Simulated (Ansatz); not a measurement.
**Counterpoise correction, worked out**

The pair of HF (SMILES F, atoms 1–2) and H₂Te (SMILES [TeH2], atoms 3–5), both closed shells, in one local arrangement (a lower one may exist), relaxed at PBE0-D4/def2-TZVP:

F1  (-0.031, -0.097, -2.366)
H2  (-0.163, 0.040, -1.452)
Te3  (-0.552, 0.439, 1.054)
H4  (-0.300, -1.153, 1.431)
H5  (1.046, 0.771, 1.333)
(Å)

Computed with Ansatz 0.2.0 (basis: def2-TZVPPD); correlated methods freeze the cores. Filled d shells of the heavier atoms are correlated. Core potentials replace the inner electrons of the atoms past krypton. The def2 sets are not built for correlating such inner shells, so the correlated values are less sure here.

CCSD(T) total energies in eV:

| system | geometry | basis functions | energy |
| --- | --- | --- | --- |
| pair | pair | all | -10040.67170 |
| HF | as in the pair | all (partner as ghosts) | -2730.61298 |
| H₂Te | as in the pair | all (partner as ghosts) | -7309.89770 |
| HF | as in the pair | its own | -2730.60713 |
| H₂Te | as in the pair | its own | -7309.86390 |
| HF | free (PBE0-D4 minimum) | its own | -2730.61345 |
| H₂Te | free (PBE0-D4 minimum) | its own | -7309.86390 |

Q: Work out the interaction energy with and without the counterpoise correction, the superposition error, and the binding energy from the relaxed fragments.

A: Without correction: -10040.67170 − (-2730.60713) − (-7309.86390) = -0.20067 eV.
With correction (each fragment in the whole basis): -10040.67170 − (-2730.61298) − (-7309.89770) = -0.16102 eV = -3.71 kcal/mol.
The superposition error is the difference, 0.03965 eV, 20 % of the uncorrected value: each fragment borrows its partner's functions.
Deformation from the free shapes: 0.00632 eV for HF and 0.00000 eV for H₂Te.
Binding energy from relaxed fragments: -0.16102 + 0.00632 + 0.00000 = -0.15470 eV = -3.57 kcal/mol (electronic, without zero-point energy; negative means bound). For comparison, the corrected interaction energy by CCSD(T) at an estimated basis limit (MP2 extrapolated from triple and quadruple zeta, plus CCSD(T) − MP2 in triple zeta) is -0.180 eV; triple zeta with the correction binds less.

No T1 diagnostic of these runs exceeds 0.011.

For scale, one of the runs: CCSD(T)/def2-TZVPPD, 150 basis functions, launched by `ansatz run in.yaml --threads 2 --pin off --events-out ev --progress --plain --max-ram 5222MiB`. The run took 20 s on 2 CPU threads of an Intel Xeon Platinum 8488C (shared host), with 1.1 GiB of host memory at its peak.
